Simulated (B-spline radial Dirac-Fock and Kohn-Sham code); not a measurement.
Z = 36 (krypton), transition energy 17.2 keV. Model: a Dirac-Hartree-Slater potential of the neutral atom with a Latter tail (no hole, which puts coefficients of high multipoles low close above an edge), finite nucleus with surface currents. Program: a radial atomic solver. Subshells that would emit electrons below 1 keV are left out.

Question: A pure transition shows α(K) = 4140, L1/L2 = 0.00285 and L1/L3 = 0.00173. What is its multipolarity?
A. E3
B. E2
C. E1
D. E4
E. M1
F. M2
G. M3
H. M4

Answer: D. For comparison, α(K), L1/L2, L1/L3 are E1 11.7, 3.99, 2.26; E2 135, 0.116, 0.0685; E3 803, 0.00212, 0.00127; M1 18.6, 13.6, 39.6; M2 919, 10.9, 2.70; M3 11900, 7.75, 0.455; M4 92300, 5.82, 0.188.

Values without a named source are computed, but for edge energies of neutral atoms, which are taken from tables.
